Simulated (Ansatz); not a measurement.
Basis sets compared for BCl2I (BICl₂). Charge 0, multiplicity 1. Geometry PBE0-D4/def2-SVP. Ansatz on 4 threads of Arm Neoverse V2 on a shared host; times are rough, and most runs start from earlier orbitals.

```xyz
4

B     0.0156   -0.0910    0.0194
Cl    0.4420   -1.1949   -1.2559
Cl   -0.1109   -0.6703    1.6549
I    -0.3467    1.9562   -0.4184
```

In the def2 sets I takes a core potential, while STO-3G treats all electrons; there is no spin–orbit coupling.

STO-3G and 6-31G are all-electron sets without relativity, so their totals don't compare with the def2 sets.

Binding counts from free atoms (B doublet, Cl doublet, I doublet) in the same basis, without a counterpoise term.

```
                            level  functions  energy (Eh)  HOMO (eV)  LUMO (eV)  binding per atom (eV)  wall time
                        HF/STO-3G         50   -7784.3327      -8.52       4.47                      –      0.2 s
                     HF/def2-TZVP        155   -1240.4826     -10.48       1.66                   2.30      1.5 s
                  PBE-D4/def2-SVP         76   -1242.3297      -6.55      -2.59                   3.39      0.5 s
                 PBE-D4/def2-TZVP        155   -1242.6819      -6.71      -2.86                   3.33      1.1 s
r2SCAN-D4/def2-TZVP (with forces)        155   -1243.1435      -7.02      -2.63                   3.25      2.9 s
                 PBE0-D4/def2-SVP         76   -1242.4352      -7.80      -1.79                   3.30      0.8 s
                PBE0-D4/def2-TZVP        155   -1242.7836      -7.90      -2.01                   3.25      1.6 s
```

Task: Estimate the rows for PBE-D4/def2-TZVPD, r2SCAN-D4/def2-TZVPD, PBE0-D4/def2-TZVPD.

Result: 
| level | functions | energy (Eh) | HOMO (eV) | LUMO (eV) | binding per atom (eV) | wall time |
| --- | --- | --- | --- | --- | --- | --- |
| PBE-D4/def2-TZVPD | 188 | -1242.6832 | -6.75 | -2.94 | 3.33 | 1.9 s |
| r2SCAN-D4/def2-TZVPD | 188 | -1243.1444 | -7.04 | -2.69 | 3.25 | 3.6 s |
| PBE0-D4/def2-TZVPD | 188 | -1242.7846 | -7.92 | -2.09 | 3.25 | 2.6 s |
